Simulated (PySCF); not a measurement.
Diatomic anions of H with group 15

CCSD(T) with double-zeta basis sets in PySCF, for the lowest determinant that a PBE0 search found; no spin–orbit coupling. De refers to high-spin ground-configuration atoms (the charge goes to the atom of lower measured ionisation energy or higher electron affinity, which is not always the lowest computed limit).

| M | basis | reference, frozen orbitals | charged atom | state (unpaired electrons) | Re (Å) | ωe (cm⁻¹) | De (eV) |
| --- | --- | --- | --- | --- | --- | --- | --- |
| P | aug-pcseg-1 | UHF, 5 | H− | doublet (π ↑) | 1.447 | 2257 | 2.92 |
| As | aug-cc-pVDZ-DK | UHF, 9 | As− | doublet (π ↑) | 1.553 | 2026 | n/a |
| Sb | aug-cc-pVDZ-PP/aug-cc-pVDZ | UHF, 4 | Sb− | doublet (π ↑) | 1.743 | 1783 | n/a |
| Bi | aug-cc-pVDZ-PP/aug-cc-pVDZ | UHF, 4 | Bi− | doublet (π ↑) | 1.827 | 1630 | n/a |

The shortest bond is that of PH⁻ (1.447 Å), the longest that of BiH⁻ (1.827 Å).

The rows differ in basis set, which adds steps of its own.

Down a group the atoms grow and get heavier, so bonds lengthen and wavenumbers fall; this series shows no clear exception.

Correlated steps freeze the inner cores (4 to 9 orbitals); shallow outer-core shells are correlated. Correlated levels converge slowly with the basis: in double zeta they bind strong bonds too weakly, by up to about 1 eV, and carry superposition errors of some tenths. Spin–orbit coupling is left out, which matters for elements this heavy, above all for dissociation energies. For an ion De counts to the pair picked by the measured ionisation energies or electron affinities, which need not be the lowest pair at this level. States were picked by a PBE0 search and need not be the measured ground states.
